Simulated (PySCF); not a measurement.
1-bromo-2,2-dichloro-1-fluoroethene (C2BrCl2F), SMILES FC(Br)=C(Cl)Cl. Atoms are numbered in the order given.

```xyz
6

F      1.9580    -0.0705     0.0000
C      0.6444    -0.1221     0.0000
Br    -0.0532    -1.8450     0.0000
C     -0.0933     1.0011     0.0000
Cl     0.6805     2.5318     0.0000
Cl    -1.8021     0.9939     0.0000
```

The structure is a stationary point at PBE0-D3(BJ)/def2-SVP.

Calculation: CAM-B3LYP/def2-TZVP (PySCF).

Gas-phase values at a fixed geometry.

Computed frontier levels, gap, dipole moment and polarisability:
```json
{
 "highest_occupied_level": "-8.56 eV",
 "lowest_empty_level": "0.39 eV",
 "orbital_gap": "8.94 eV",
 "dipole_moment": "0.61 D",
 "quadrupole, principal values (traceless, Buckingham form, about the centre of nuclear charge)": "-1.89, -0.92, 2.82 D·Å",
 "mean_static_polarisability": "67.4 bohr³ (9.99 Å³)",
 "polarisability_principal_values": "41.6, 67.5, 93.2 bohr³"
}
```
